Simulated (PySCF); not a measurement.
FLi, charge -1, doublet, geometry from GFN2-xTB (such geometries of metal compounds can be far from the true shape) (a state made from the parent by changing its charge; the spin is typed, not shown lowest) (in this run its highest filled SCF level lies above zero, so its values depend strongly on the basis, on diffuse functions most of all); CAMB3LYP/cc-pVDZ (PySCF).

Input for PySCF:
```python
from pyscf import gto, scf, dft

mol = gto.M(
    atom='''
Li   -0.000000   -0.000000   -1.397557
F     0.000000    0.000000    0.465852
''',
    basis='cc-pvdz',
    charge=-1,
    spin=1,
    verbose=5,
)

mf = dft.UKS(mol)
mf.xc = 'camb3lyp'
mf.kernel()
mf.analyze()
```

Problem. Write the output that PySCF gives for this input, abridged.

Solution. 
```
PySCF version 2.14.0

[INPUT] verbose = 5
[INPUT] max_memory = 4000
[INPUT] num. atoms = 2
[INPUT] num. electrons = 13
[INPUT] charge = -1
[INPUT] spin (= nelec alpha-beta = 2S) = 1
[INPUT] symmetry False subgroup None
[INPUT] Mole.unit = angstrom
[INPUT] Symbol           X                Y                Z      unit          X                Y                Z       unit  Magmom
[...]
[INPUT] ---------------- BASIS SET ----------------
[INPUT] l, kappa, [nprim/nctr], expnt,             c_1 c_2 ...
[INPUT] F
[...]
                                2207              0.005553 -0.001308
                                502.8             0.028267 -0.006495
                                142.6             0.106444 -0.026691
                                46.47             0.286814 -0.07369
                                16.7              0.448641 -0.170776
                                6.356             0.264761 -0.112327
                                1.316             0.015333 0.562814
[...]
                                4.977             0.235718
                                1.347             0.508521
[...]
[INPUT] Li
[...]
                                220.5             0.005892 -0.000923
                                50.26             0.029671 -0.004689
                                14.24             0.10918 -0.017682
                                4.581             0.282789 -0.048902
                                1.58              0.453123 -0.096009
                                0.564             0.274774 -0.13638
                                0.07345           0.009751 0.575102
[...]
                                0.2749            0.139107
                                0.07362           0.500375
[...]
nuclear repulsion = 7.66755161901654
number of shells = 10
number of NR pGTOs = 52
number of NR cGTOs = 28
basis = cc-pvdz
ecp = {}

******** <class 'pyscf.dft.uks.UKS'> ********
method = UKS
initial guess = minao
damping factor = 0
level_shift factor = 0
DIIS = <class 'pyscf.scf.diis.CDIIS'>
diis_start_cycle = 1
diis_space = 8
diis_damp = 0
SCF conv_tol = 1e-09
SCF conv_tol_grad = None
SCF max_cycles = 50
direct_scf = True
direct_scf_tol = 1e-13
number electrons alpha = 7  beta = 6
XC library pyscf.dft.libxc version 7.1.2
    S. Lehtola, C. Steigemann, M. J. T. Oliveira, and M. A. L. Marques,  SoftwareX 7, 1–5 (2018)
XC functionals = camb3lyp
    T. Yanai, D. P. Tew, and N. C. Handy,  Chem. Phys. Lett. 393, 51 (2004)
radial grids:
    Treutler-Ahlrichs [JCP 102, 346 (1995); DOI:10.1063/1.469408] (M4) radial grids

becke partition: Becke, JCP 88, 2547 (1988); DOI:10.1063/1.454033
pruning grids: <function nwchem_prune>
grids dens level: 3
symmetrized grids: False
atomic radii adjust function: <function treutler_atomic_radii_adjust>
small_rho_cutoff = 0
Set gradient conv threshold to 3.16228e-05
atom Li rad-grids = 75, ang-grids = [ 50  50  50  50  50  50  50  50  50  50  50  50  50  50  50  50  50  50
  50  50  50  50  50  50  86  86  86  86  86  86  86  86  86  86 266 266
 266 266 266 266 266 302 302 302 302 302 302 302 302 302 302 302 302 302
 302 302 302 302 302 302 302 302 266 266 266 266 266 266 266 266 266 266
 266 266 266]
atom F rad-grids = 75, ang-grids = [ 50  50  50  50  50  50  50  50  50  50  50  50  50  50  50  50  50  50
  50  50  50  50  86  86  86  86  86  86  86  86  86 266 266 266 266 266
 266 302 302 302 302 302 302 302 302 302 302 302 302 302 302 302 302 302
 302 302 266 266 266 266 266 266 266 266 266 266 266 266 266 266 266 266
 266 266 266]
tot_boxes 972, boxes in each direction [ 7  7 10]
Padding 0 grids
tot grids = 27984
nelec by numeric integration = [5.99412073 5.99412073]
E1 = -163.62486030963504  E2 = 48.87283699458064  Ecoul = 60.864435070252625  Exc = -11.991598075671984
init E= -107.084471696038
cond(S) = 38.206157244006

  alpha mo_energy =
[-2.49400877e+01 -2.09884213e+00 -1.33995308e+00 -5.67136757e-01
 -5.52057653e-01 -5.52057653e-01 -8.55827980e-02  8.40688494e-03
  8.40688494e-03  2.01403536e-02  1.12422739e-01  1.12422739e-01
  1.17345330e-01  1.67716215e-01  2.93955223e-01  2.93955593e-01
  3.14327418e-01  3.14327418e-01  3.79939719e-01  1.18129609e+00
  1.24781327e+00  1.24781327e+00  2.07182092e+00  3.50834382e+00
  3.51871769e+00  3.51889995e+00  3.52410552e+00  3.52410552e+00]
  beta  mo_energy =
[-2.49400877e+01 -2.09884213e+00 -1.33995308e+00 -5.67136757e-01
 -5.52057653e-01 -5.52057653e-01 -8.55827980e-02  8.40688494e-03
  8.40688494e-03  2.01403536e-02  1.12422739e-01  1.12422739e-01
  1.17345330e-01  1.67716215e-01  2.93955223e-01  2.93955593e-01
  3.14327418e-01  3.14327418e-01  3.79939719e-01  1.18129609e+00
  1.24781327e+00  1.24781327e+00  2.07182092e+00  3.50834382e+00
  3.51871769e+00  3.51889995e+00  3.52410552e+00  3.52410552e+00]
multiplicity <S^2> = 0.75  2S+1 = 2
nelec by numeric integration = [6.99997915 5.99997911]
E1 = -171.93708493126283  E2 = 57.02331921768055  Ecoul = 69.96926690030347  Exc = -12.945947682622913
cycle= 1 E= -107.246214094566  delta_E= -0.162  |g|= 0.564  |ddm|= 0.626
  alpha mo_energy =
[-2.37804003e+01 -1.83350292e+00 -5.71817891e-01  1.65811673e-02
  1.06536212e-01  1.06536212e-01  1.07564560e-01  1.70880960e-01
  1.70880960e-01  1.88817287e-01  2.68827984e-01  3.06955765e-01
  3.06955765e-01  4.22178042e-01  4.96439670e-01  4.96440108e-01
  5.75345039e-01  5.75345039e-01  6.75785062e-01  1.82171179e+00
  1.87839954e+00  1.87839954e+00  2.69889840e+00  4.28166758e+00
  4.29249447e+00  4.29268162e+00  4.29665321e+00  4.29665321e+00]
  beta  mo_energy =
[-23.77969219  -1.82773047  -0.57031656   0.09892561   0.11033093
   0.11033093   0.13276881   0.17177672   0.17177672   0.19891238
   0.28492612   0.31971401   0.31971401   0.43409455   0.50209308
   0.50209603   0.57745943   0.57745943   0.68011456   1.82301747
   1.87946208   1.87946208   2.69911155   4.28273417   4.2930525
   4.29323921   4.29759332   4.29759332]
multiplicity <S^2> = 0.77260528  2S+1 = 2.022479
[...]
converged SCF energy = -107.385366770505  <S^2> = 0.75005075  2S+1 = 2.0000507
Total Energy =                        -107.385366770505115
[...]
0 Li 3dx2-y2     0.99986   0.00000  -0.00000   0.00000  -0.00000
1 F 1s          -0.00000  -0.00000  -0.00000   0.00043   0.00044
1 F 2s           0.00000   0.00000  -0.00000  -0.05405  -0.00336
1 F 3s          -0.00000   0.00000  -0.00000   0.19044   0.20585
1 F 2px          0.00000  -0.08836   0.03898   0.00000   0.00000
1 F 2py          0.00000  -0.03898  -0.08836   0.00000  -0.00000
1 F 2pz         -0.00000   0.00000  -0.00000   0.04451  -0.03078
1 F 3px         -0.00000   0.11775  -0.05194  -0.00000   0.00000
1 F 3py         -0.00000   0.05194   0.11775   0.00000   0.00000
1 F 3pz          0.00000  -0.00000  -0.00000  -0.01502   0.97248
1 F 3dxy         0.00000  -0.00000   0.00000   0.00000  -0.00000
1 F 3dyz         0.00000  -0.01310  -0.02971   0.00000  -0.00000
1 F 3dz^2       -0.00000   0.00000   0.00000   0.00788   0.00905
1 F 3dxz         0.00000  -0.02971   0.01310   0.00000   0.00000
1 F 3dx2-y2      0.01650   0.00000  -0.00000  -0.00000   0.00000
               #21       #22       #23       #24       #25
0 Li 1s         -0.00000  -0.00000  -0.00050  -0.00059   0.00000
0 Li 2s          0.00000  -0.00000   0.03327   0.00022   0.00000
0 Li 3s          0.00000   0.00000   0.05520   0.00970   0.00000
0 Li 2px        -0.01479  -0.07834   0.00000   0.00000  -0.00000
0 Li 2py        -0.07834   0.01479   0.00000  -0.00000  -0.00000
0 Li 2pz        -0.00000   0.00000  -0.18401  -0.01159  -0.00000
0 Li 3px         0.00664   0.03516  -0.00000  -0.00000   0.00000
0 Li 3py         0.03516  -0.00664  -0.00000   0.00000   0.00000
0 Li 3pz         0.00000   0.00000   0.10086   0.01445   0.00000
0 Li 3dxy       -0.00000   0.00000   0.00000   0.00000  -0.01650
0 Li 3dyz       -0.11796   0.02226   0.00000  -0.00000  -0.00000
0 Li 3dz^2       0.00000   0.00000  -0.10672  -0.00363  -0.00000
0 Li 3dxz       -0.02226  -0.11796   0.00000   0.00000  -0.00000
0 Li 3dx2-y2    -0.00000  -0.00000  -0.00000  -0.00000   0.00000
1 F 1s           0.00000   0.00000   0.00336   0.00008   0.00000
1 F 2s          -0.00000   0.00000  -0.01645  -0.00165  -0.00000
1 F 3s           0.00000   0.00000   0.94951   0.02051   0.00000
1 F 2px         -0.00350  -0.01853  -0.00000   0.00000  -0.00000
1 F 2py         -0.01853   0.00350  -0.00000   0.00000  -0.00000
1 F 2pz         -0.00000   0.00000   0.00408   0.00472   0.00000
1 F 3px          0.18332   0.97121  -0.00000  -0.00000   0.00000
1 F 3py          0.97121  -0.18332  -0.00000  -0.00000   0.00000
1 F 3pz         -0.00000  -0.00000  -0.19456  -0.01207  -0.00000
1 F 3dxy        -0.00000  -0.00000  -0.00000  -0.00000   0.99986
1 F 3dyz         0.02689  -0.00507  -0.00000  -0.00000  -0.00000
1 F 3dz^2        0.00000   0.00000  -0.02641   0.99948   0.00000
1 F 3dxz         0.00507   0.02689  -0.00000   0.00000  -0.00000
1 F 3dx2-y2     -0.00000  -0.00000  -0.00000   0.00000  -0.00000
               #26       #27       #28
0 Li 1s          0.00000  -0.00000  -0.00000
0 Li 2s         -0.00000  -0.00000   0.00000
0 Li 3s         -0.00000  -0.00000   0.00000
0 Li 2px        -0.00000   0.01350   0.00454
0 Li 2py        -0.00000  -0.00454   0.01350
0 Li 2pz         0.00000   0.00000   0.00000
0 Li 3px         0.00000  -0.01463  -0.00493
0 Li 3py         0.00000   0.00493  -0.01463
0 Li 3pz         0.00000  -0.00000   0.00000
0 Li 3dxy       -0.00000  -0.00000  -0.00000
0 Li 3dyz       -0.00000  -0.01075   0.03192
0 Li 3dz^2       0.00000   0.00000  -0.00000
0 Li 3dxz       -0.00000   0.03192   0.01075
0 Li 3dx2-y2    -0.01650  -0.00000  -0.00000
1 F 1s          -0.00000   0.00000  -0.00000
1 F 2s          -0.00000   0.00000  -0.00000
1 F 3s          -0.00000  -0.00000   0.00000
1 F 2px         -0.00000   0.00275   0.00093
1 F 2py         -0.00000  -0.00093   0.00275
1 F 2pz         -0.00000  -0.00000  -0.00000
1 F 3px          0.00000  -0.02066  -0.00696
1 F 3py          0.00000   0.00696  -0.02066
1 F 3pz          0.00000   0.00000  -0.00000
1 F 3dxy         0.00000   0.00000   0.00000
1 F 3dyz        -0.00000  -0.31873   0.94676
1 F 3dz^2       -0.00000  -0.00000   0.00000
1 F 3dxz        -0.00000   0.94676   0.31873
1 F 3dx2-y2      0.99986   0.00000   0.00000

To work with the spin densities directly, `use mulliken_meta_spin()` only printing them here.

 ** Mulliken spin pop alpha/beta on meta-lowdin orthogonal AOs **
 ** Mulliken Spin Density (per AO)  **
spin_pop of  0 Li 1s        0.00031
spin_pop of  0 Li 2s        0.69731
spin_pop of  0 Li 3s        0.04098
spin_pop of  0 Li 2px       0.00059
spin_pop of  0 Li 2py       0.00059
spin_pop of  0 Li 2pz       0.20938
spin_pop of  0 Li 3px      -0.00004
spin_pop of  0 Li 3py      -0.00004
spin_pop of  0 Li 3pz       0.01267
spin_pop of  0 Li 3dxy      0.00000
spin_pop of  0 Li 3dyz     -0.00038
spin_pop of  0 Li 3dz^2     0.00615
spin_pop of  0 Li 3dxz     -0.00038
spin_pop of  0 Li 3dx2-y2    0.00000
spin_pop of  1 F 1s       -0.00000
spin_pop of  1 F 2s        0.01123
spin_pop of  1 F 3s        0.01039
spin_pop of  1 F 2px      -0.00016
spin_pop of  1 F 2py      -0.00016
spin_pop of  1 F 2pz       0.00949
spin_pop of  1 F 3px      -0.00001
spin_pop of  1 F 3py      -0.00001
spin_pop of  1 F 3pz       0.00208
spin_pop of  1 F 3dxy      0.00000
spin_pop of  1 F 3dyz     -0.00000
spin_pop of  1 F 3dz^2     0.00001
spin_pop of  1 F 3dxz     -0.00000
spin_pop of  1 F 3dx2-y2   -0.00000
 ** Mulliken Spin Density (per atom)  **
spin density of  0 Li =      0.96713
spin density of  1 F =      0.03287
 ** Mulliken pop alpha/beta on meta-lowdin orthogonal AOs **
 ** Mulliken pop       alpha | beta **
[...]
In total             7.00000 | 6.00000
 ** Mulliken atomic charges   ( Nelec_alpha | Nelec_beta ) **
charge of  0Li =     -0.18940  (     2.07826      1.11113 )
charge of  1F =     -0.81060  (     4.92174      4.88887 )

WARN: System has nonzero charge -1; the dipole moment is origin-dependent.
Location of origin: [0. 0. 0.]

Dipole moment(X, Y, Z, Debye): -0.00000,  0.00000,  5.88024
```
